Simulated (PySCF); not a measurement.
A structure optimised at PBE0-D3(BJ)/def2-SVP, used in a PySCF frequency run:

```xyz
7

Mg     0.0000     0.0000     0.6819
Cl     0.0000     0.0000     2.8759
O      0.0000     0.0000    -1.1037
Si     0.0000     0.0000    -2.7425
H     -1.2106     0.6990    -3.2832
H      0.0000    -1.3979    -3.2832
H      1.2106     0.6990    -3.2832
```
Charge 0, spin multiplicity 1.

**Question.** Write its SMILES, formula and point group.

**Answer.** [SiH3][O][Mg][Cl], ClH3MgOSi, C3v

**Question.** What are its rotational constants (standard atomic weights)?

**Answer.** 85.521, 0.88825, 0.88825 GHz
